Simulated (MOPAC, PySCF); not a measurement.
[Cd(H)2], neutral singlet in the gas phase. 

Cartesian coordinates (Å):
```xyz
3

Cd     0.0000     0.0000     0.0000
H     -1.0101     1.0024     0.8781
H      1.0101    -1.0024    -0.8781
```
Charge 0, spin multiplicity 1.

All levels are single points at this geometry (r2SCAN-D4/def2-SVP); Pople sets use spherical d functions. Orbital energies aren't observables, and empty levels follow the basis.

B3LYP/LANL2DZ in PySCF gives gap (eV) = 6.43.

Q: Estimate the gap (eV) from each of these levels: TPSSh-D3(BJ)/def2-TZVP in PySCF; M06-2X/6-31G* (LANL2DZ on Cd) in PySCF; HF/6-31G* (LANL2DZ on Cd) in PySCF; PM6 in MOPAC; PM7 in MOPAC.

A: 
```json
[
 {"level": "TPSSh-D3(BJ)/def2-TZVP in PySCF", "gap (eV)": "6.35"},
 {"level": "M06-2X/6-31G* (LANL2DZ on Cd) in PySCF", "gap (eV)": "8.31"},
 {"level": "HF/6-31G* (LANL2DZ on Cd) in PySCF", "gap (eV)": "11.81"},
 {"level": "PM6 in MOPAC", "gap (eV)": "10.41"},
 {"level": "PM7 in MOPAC", "gap (eV)": "16.05"}
]
```
